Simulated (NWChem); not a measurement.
# ScH$_{2}$O$_{2}$Cl; SMILES [OH][Sc]([OH])[Cl]

```xyz
6

Sc     0.0000     0.0174    -0.4208
Cl     0.0000     0.0179     1.9056
O      0.0000     1.5870    -1.3944
H      0.0000     2.5273    -1.6271
O      0.0000    -1.5954    -1.3442
H      0.0000    -2.0341    -2.2090
```
Atoms are numbered in this order, from 1.

Computed with NWChem. Pople sets run with spherical d functions. STO-3G and 3-21G are far too small for this property and stand as cheap habits. Geometry: optimised at PBE-D3(BJ)/def2-SVP. B3LYP is NWChem's, with the RPA form of VWN correlation. Field at 589 nm.

Question: Order these by “isotropic polarisability (bohr³)”, lowest first: B3LYP/def2-SVP; B3LYP/def2-SVPD; B3LYP/STO-3G.

Answer: B3LYP/STO-3G (24.7), B3LYP/def2-SVP (42.3), B3LYP/def2-SVPD (58.5)
